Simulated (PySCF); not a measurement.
Stepwise substitution at one centre (B NH2-SH). Isolated molecules, 0 K electronic values unless said otherwise. One relaxed conformer stands for each flexible species; it need not be the lowest. Strings in code marks are SMILES.

The HOMO from two functionals at the same geometries (PBE0-D4/def2-TZVP), both in PySCF: PBE-D3(BJ)/def2-TZVP and B3LYP-D3(BJ)/def2-TZVP. B3LYP has the VWN-RPA correlation part, as in Gaussian. 

| species | PBE-D3(BJ)/def2-TZVP (eV) |
|---|---|
| 0 of 3 NH2 replaced by SH | -5.09 |
| 1 of 3 NH2 replaced by SH (`NB(N)S` (N–B–S–H torsion 180°)) | -5.55 |
| 2 of 3 NH2 replaced by SH (`NB(S)S` (S–B–S–H torsion -180°, S–B–S–H torsion 0°)) | -5.96 |
| 3 of 3 NH2 replaced by SH | -6.36 |

Task: What does B3LYP-D3(BJ)/def2-TZVP give for each?

Result: 
- 0 of 3 NH2 replaced by SH: -6.31
- 1 of 3 NH2 replaced by SH (`NB(N)S` (N–B–S–H torsion 180°)): -6.56
- 2 of 3 NH2 replaced by SH (`NB(S)S` (S–B–S–H torsion -180°, S–B–S–H torsion 0°)): -6.92
- 3 of 3 NH2 replaced by SH: -7.28
Over these rows, drawn at random from the members with no instability flagged (it was tested for open shells, ions and some series alone), PBE minus B3LYP-D3(BJ): mean +1.03 eV, from +0.93 eV to +1.22 eV.
